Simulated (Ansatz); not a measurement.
Species: C2H6AlF, net charge 0, singlet state. SMILES: [CH3][Al]([CH3])[F]
Coordinates optimised at B3LYP-D3(BJ)/def2-TZVP (Ansatz, a quantum-chemistry and plane-wave program):
```xyz
10

C      1.6556    -0.9523     0.2776
Al     0.0033     0.0335    -0.0176
C     -1.7991    -0.5010     0.4869
F      0.1482     1.5011    -0.7896
H      1.4951    -1.8882     0.8165
H      2.1406    -1.1919    -0.6733
H      2.3718    -0.3534     0.8474
H     -2.2367     0.2181     1.1856
H     -1.8282    -1.4855     0.9583
H     -2.4585    -0.5250    -0.3854
```

Atomisation energy built up term by term with Ansatz (kcal/mol; UHF references for open shells; valence terms freeze the core; atomic spin-orbit terms are left out). CBS(X,Y): correlation extrapolated as X^-3; Hartree-Fock from the larger set.

```tsv
term	basis	kcal/mol
Hartree-Fock	aug-cc-pV(Q+d)Z	689.34
CCSD correlation	CBS(aug-cc-pV(T+d)Z,aug-cc-pV(Q+d)Z)	199.13
(T)	CBS(aug-cc-pV(T+d)Z,aug-cc-pV(Q+d)Z)	11.09
core correlation	cc-pwCVTZ	1.98
scalar relativity (X2C)	cc-pVTZ-DK against cc-pVTZ	-1.05
sum: De		900.5
```

(T) makes 1.2 % of the CCSD(T) atomisation energy; under 5 % is typical of single-reference molecules.
